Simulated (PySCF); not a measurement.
This PySCF input asks for the NMR shieldings of `InChI=1S/C4H8B2SSi/c8-7-4-3-5-1-2-6-4/h1-3,5-6H,8H3`; the geometry comes from GFN2-xTB.

```python
import basis_set_exchange as bse
import numpy as np
from pyscf import gto, dft
from pyscf.prop import nmr

atoms = """
Si    3.248673   -0.216129   -0.180421
S     1.757809    1.331885   -0.414776
C     0.184243    0.582333   -0.135043
C     0.023302   -0.732855    0.130842
B    -1.376914   -1.324803    0.348794
C    -2.605004   -0.367959    0.229800
C    -2.448764    0.943588   -0.032776
B    -1.038665    1.560139   -0.198489
H     4.473107    0.534477   -0.400894
H     3.160639   -0.747557    1.173916
H     3.040063   -1.239908   -1.196824
H     0.902437   -1.372505    0.179519
H    -1.515983   -2.464955    0.585347
H    -3.612075   -0.757086    0.355546
H    -3.331798    1.572480   -0.109891
H    -0.868668    2.707801   -0.346062
"""
names = dict.fromkeys(["Si", "S", "C", "B", "H"], "pcSseg-1")
basis = {el: gto.basis.parse(bse.get_basis(n, elements=[el], fmt="nwchem")) for el, n in names.items()}
mol = gto.M(atom=atoms, basis=basis, charge=0, verbose=0)
mf = dft.RKS(mol, xc="PBE0")
mf.grids.level = 2
mf.grids.alignment = dft.numint.BLKSIZE   # the property module wants whole blocks of grid points
mf.conv_tol = 1e-9
mf.kernel()

calc = nmr.RKS(mf)   # GIAO
C = mf.mo_coeff
Co = C[:, mf.mo_occ > 0]
resp = mf.gen_response(singlet=True, hermi=2)
def vind(x):   # induced exchange potential for any number of trial vectors
    d = np.einsum("pi,xij,qj->xpq", C, 2 * x.reshape(-1, C.shape[1], Co.shape[1]), Co, optimize=True)
    return np.einsum("xpq,pi,qj->xij", resp(d - d.transpose(0, 2, 1)), C, Co, optimize=True).ravel()
mo1, _ = nmr.rhf.solve_mo1(calc, with_cphf=vind)
sigma = calc.kernel(mo1)
for i, s in enumerate(sigma):   # ppm
    print("%2d %-2s %9.2f" % (i, mol.atom_pure_symbol(i), np.trace(s) / 3))
```

Q: Give the expected output.

A: 
```
 0 Si    415.74
 1 S     463.24
 2 C       5.20
 3 C      34.77
 4 B      48.20
 5 C      17.56
 6 C      25.49
 7 B      41.47
 8 H      27.32
 9 H      27.05
10 H      27.03
11 H      24.72
12 H      25.85
13 H      23.92
14 H      23.99
15 H      25.67
```

These numbers come from an equivalent density-fitted implementation of the same equations, which agrees with the script to about 0.01 ppm for H and up to a few tenths of a ppm for heavy atoms, so last digits may differ.

Size and cost of the density-fitted run: 190 basis functions, 37 s wall time on 1 thread of an Arm Neoverse V2, shared host; peak memory 0.89 GiB.
